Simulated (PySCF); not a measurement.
SMILES [SiH2](O)[GeH3] (H6GeOSi) (PBE0/def2-SVP optimised geometry):

```
9

Si    -1.213     0.023     0.000
O     -1.814    -0.690     1.387
Ge     1.175     0.023     0.000
H     -1.693    -0.670    -1.240
H     -1.732     1.419     0.000
H     -1.532    -1.592     1.564
H      1.712    -1.419     0.125
H      1.732     0.831     1.188
H      1.738     0.624    -1.304
```

Computed with PySCF with PBE0/def2-TZVP.

What are the frontier orbital energies and the dipole moment?

HOMO-2 -9.59 eV, HOMO-1 -9.14 eV, HOMO -7.83 eV, LUMO -0.39 eV, LUMO+1 0.61 eV; dipole moment 1.13 D.

On the same geometry PBE/def2-TZVP run with PySCF 2.14.0 gives HOMO-2 -8.24 eV, HOMO-1 -7.72 eV, HOMO -6.62 eV, LUMO -1.23 eV, LUMO+1 -0.21 eV; dipole moment 1.10 D.

Meta-Löwdin charges at PBE0/def2-TZVP: Si1 0.67, O2 -0.75, Ge3 0.06, H4 -0.11, H5 -0.09, H6 0.35, H7 -0.05, H8 -0.04, H9 -0.04.
